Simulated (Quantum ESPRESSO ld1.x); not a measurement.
Question: The mean radii <r> (bohr) of the occupied orbitals of an atom or ion are listed with their occupations. Calculated with ld1.x of Quantum ESPRESSO 7.5: scalar-relativistic Kohn-Sham, LDA (Slater exchange, Perdew-Zunger correlation), spin-polarised, spherical densities, point nucleus.

orbital  occ.      <r>
1s up       1  0.01867
1s down     1  0.01867
2s up       1  0.07899
2s down     1  0.07899
2p up       3  0.07058
2p down     3  0.07058
3s up       1   0.2049
3s down     1   0.2049
3p up       3   0.2049
3p down     3   0.2049
3d up       5   0.1856
3d down     5   0.1856
4s up       1   0.4580
4s down     1   0.4580
4p up       3   0.4862
4p down     3   0.4861
4d up       5   0.5185
4d down     5   0.5184
5s up       1    1.006
5s down     1    1.006
4f up       7   0.5857
4f down     6   0.5849
5p up       1    1.108

Name the element and its charge. Open shells, if any, are filled with parallel spins first.

Answer: Z = 73, tantalum, charge +11: Ta11+ in [Kr] 4d10 4f13 5s2 5p1. The 1s radius gives Z: for a bare nucleus <r> = (2 gamma + 1)/(2Z) with gamma = sqrt(1 - (Z/c)^2), 0.01844 bohr for Z = 73, and screening makes it slightly larger (0.01867 here). The occupations add up to 62, and the charge is Z minus that.
